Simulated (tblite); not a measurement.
C4H12FNSi2.
SMILES with atom numbers: `[CH2:1]=[C:2]([F:3])[CH2:4][Si@@:5]([CH3:6])([NH2:7])[SiH3:8]` (hydrogens: H9, H10 on C1; H11, H12 on C4; H13, H14, H15 on C6; H16, H17 on N7; H18, H19, H20 on Si8)

The geometry is computed with GFN2-xTB (gas phase).

Task: What internal coordinates does the optimisation give?

Result: 
```csv
bond,length (Å),order
C1=C2,1.321,double
C2–F3,1.364,single
C2–C4,1.474,single
C4–Si5,1.934,single
Si5–C6,1.905,single
Si5–N7,1.738,single
Si5–Si8,2.328,single
C1–H9,1.073,single
C1–H10,1.075,single
C4–H11,1.090,single
C4–H12,1.087,single
"C6–H13, C6–H14, C6–H15",1.086,single
"N7–H16, N7–H17",1.007,single
"Si8–H18, Si8–H20",1.465,single
Si8–H19,1.472,single
```

Bonds in one row agree within 0.01 Å and their mean is given. Orders are formal, as drawn. A selection of angles:
```csv
angle,degrees
C2–C1–H9,120.6
C2–C1–H10,121.6
H9–C1–H10,117.8
C1–C2–F3,118.5
C1–C2–C4,128.9
F3–C2–C4,112.6
C2–C4–Si5,110.7
C2–C4–H11,109.0
C2–C4–H12,109.5
Si5–C4–H11,108.9
Si5–C4–H12,110.3
H11–C4–H12,108.3
C4–Si5–C6,107.4
C4–Si5–N7,101.9
C4–Si5–Si8,111.2
C6–Si5–N7,104.6
C6–Si5–Si8,112.9
N7–Si5–Si8,117.7
Si5–C6–H13,110.8
H13–C6–H14,107.5
Si5–N7–H16,119.2
Si5–N7–H17,118.1
H16–N7–H17,109.2
Si5–Si8–H18,114.1
Si5–Si8–H19,110.2
Si5–Si8–H20,112.4
H18–Si8–H19,106.5
H19–Si8–H20,105.6
```

Torsions: C1–C2–C4–Si5 -105° (anticlinal); C2–C4–Si5–C6 58° (synclinal).

N7 (silicon-bound nitrogen) is pyramidal (angles 119.2°, 118.1° and 109.2°, sum 346.5°, 0.25 Å off the plane of its three neighbours). The C–Si distances run from 1.905 Å (Si5–C6, drawn single) to 1.934 Å (C4–Si5, drawn single), a spread of 0.029 Å. Of the pairs four or more bonds apart, F3···Si8 is among the closest relative to their van der Waals radii: 3.41 Å, 95 % of the sum of Bondi's values. Si8 (SiH3 silicon) is distorted tetrahedral (angles from 105.6° to 114.1°). Si5 (four-coordinate silicon) is distorted tetrahedral (angles from 101.9° to 117.7°). The 2 C–C bonds span 1.321 Å (C1=C2, drawn double) to 1.474 Å (C2–C4, drawn single), a spread of 0.153 Å.

Point group: C1 (no symmetry element, even within 0.4 Å). Its GFN2-xTB frequencies are all real (lowest 19 cm⁻¹). The numbers are those of one conformer (C1–C2–C4–Si5 -105°, C2–C4–Si5–C6 58°, C4–Si5–N7–H 56° and -167°).
